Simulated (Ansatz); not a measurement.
Born–Oppenheimer molecular dynamics of C$_{4}$H$_{13}$NSi (19 atoms, charge 0, multiplicity 1). It starts from a relaxed structure.

Method: UHF/STO-3G (Ansatz 0.2.0).

```json
{
  "ensemble": "NVT, Langevin thermostat",
  "time step": "0.5 fs",
  "steps asked": "600",
  "set temperature": "2000 K",
  "friction": "0.02 /fs",
  "seed": "995735"
}
```

First frame:

```xyz
19
Properties=species:S:1:pos:R:3
C 1.890 0.375 -0.174
C 0.795 -0.558 0.389
N 1.410 -1.889 0.673
C -0.377 -0.776 -0.606
C -1.174 0.493 -0.992
Si -2.031 1.381 0.415
H 2.266 -0.011 -1.115
H 1.504 1.376 -0.334
H 2.719 0.441 0.525
H 0.399 -0.106 1.306
H 2.128 -1.747 1.402
H 0.689 -2.471 1.131
H -1.058 -1.504 -0.167
H 0.032 -1.234 -1.505
H -1.926 0.194 -1.715
H -0.519 1.183 -1.513
H -1.093 2.063 1.238
H -2.945 2.334 -0.116
H -2.751 0.450 1.216
```

**Question.** What does the run give?

**Answer.** All steps were run.

```json
{
  "steps done": "600",
  "time covered": "300 fs",
  "mean temperature over the second half": "1856 K",
  "spread of the potential energy over the second half": "37.1 meV per atom",
  "mean potential energy of the second half above the start": "213.3 meV per atom"
}
```

A run of 0.3 ps of so small a system gives no equilibrium averages. Limits of this set-up: minimal basis.

**Question.** What happens to the structure?

**Answer.** The same pairs are bonded in the first frame and the last. Pairs count as bonded within 1.25 times the sum of covalent radii (0.12 Å more for H–H). Another seed would give other details.

**Question.** How do temperature and energy run in time?

**Answer.** 
```json
{"time (fs)": "0", "T (K)": "1895", "potential energy less start (eV)": "0.000"}
{"time (fs)": "15", "T (K)": "1500", "potential energy less start (eV)": "1.905"}
{"time (fs)": "30", "T (K)": "1170", "potential energy less start (eV)": "1.987"}
{"time (fs)": "45", "T (K)": "1802", "potential energy less start (eV)": "2.786"}
{"time (fs)": "60", "T (K)": "1252", "potential energy less start (eV)": "4.254"}
{"time (fs)": "75", "T (K)": "2356", "potential energy less start (eV)": "1.897"}
{"time (fs)": "90", "T (K)": "1720", "potential energy less start (eV)": "2.817"}
{"time (fs)": "105", "T (K)": "1394", "potential energy less start (eV)": "3.454"}
{"time (fs)": "120", "T (K)": "1517", "potential energy less start (eV)": "3.839"}
{"time (fs)": "135", "T (K)": "1788", "potential energy less start (eV)": "5.021"}
{"time (fs)": "150", "T (K)": "1767", "potential energy less start (eV)": "4.101"}
{"time (fs)": "165", "T (K)": "1609", "potential energy less start (eV)": "3.777"}
{"time (fs)": "180", "T (K)": "1289", "potential energy less start (eV)": "6.368"}
{"time (fs)": "195", "T (K)": "2044", "potential energy less start (eV)": "3.289"}
{"time (fs)": "210", "T (K)": "1807", "potential energy less start (eV)": "4.006"}
{"time (fs)": "225", "T (K)": "1691", "potential energy less start (eV)": "4.172"}
{"time (fs)": "240", "T (K)": "1761", "potential energy less start (eV)": "4.606"}
{"time (fs)": "255", "T (K)": "1812", "potential energy less start (eV)": "3.988"}
{"time (fs)": "270", "T (K)": "1828", "potential energy less start (eV)": "4.520"}
{"time (fs)": "285", "T (K)": "1861", "potential energy less start (eV)": "3.995"}
{"time (fs)": "300", "T (K)": "2779", "potential energy less start (eV)": "2.980"}
```

The run took 20 min on 1 thread of Arm Neoverse V1 (shared host), peak memory 0.13 GiB.
